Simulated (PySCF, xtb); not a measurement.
BI₂, SMILES I[B+]I, charge +1. Atoms are numbered in the order given.

```xyz
3

B      0.0000     0.0000     0.0000
I      0.0000     0.0000    -1.9744
I      0.0000     0.0000     1.9744
```
Charge +1, spin multiplicity 1.

Geometry optimised at B3LYP-D3(BJ)/def2-TZVP. The def2 effective core potentials stand for the cores of I; spin–orbit coupling is left out.

Method: C-PCM-B3LYP/def2-SVP run with PySCF.

The values are the electrostatic part of the solvation free energy, E(continuum) − E(gas) at the gas-phase geometry, in a cavity of scaled van der Waals radii (PySCF's table); cavitation and dispersion terms are not included. In vacuum the orbital gap is 5.46 eV.

```
solvent       ε  ΔG(elec) (kcal/mol)  gap (eV)
--------  -----  -------------------  --------
water     78.36                -53.9      5.49
ethanol   24.85                -52.4      5.49
methanol  32.61                  ___       ___
```

Q: Some entries are withheld; supply them. (Estimate from the structure and the level; the computed values follow.)

A: 
- methanol, ΔG(elec) (kcal/mol): -52.9
- methanol, gap (eV): 5.49

For comparison, GFN2-xTB/ALPB(water) (xtb, at the GFN2-xTB geometry, all terms of that model) gives -42.6 kcal/mol.
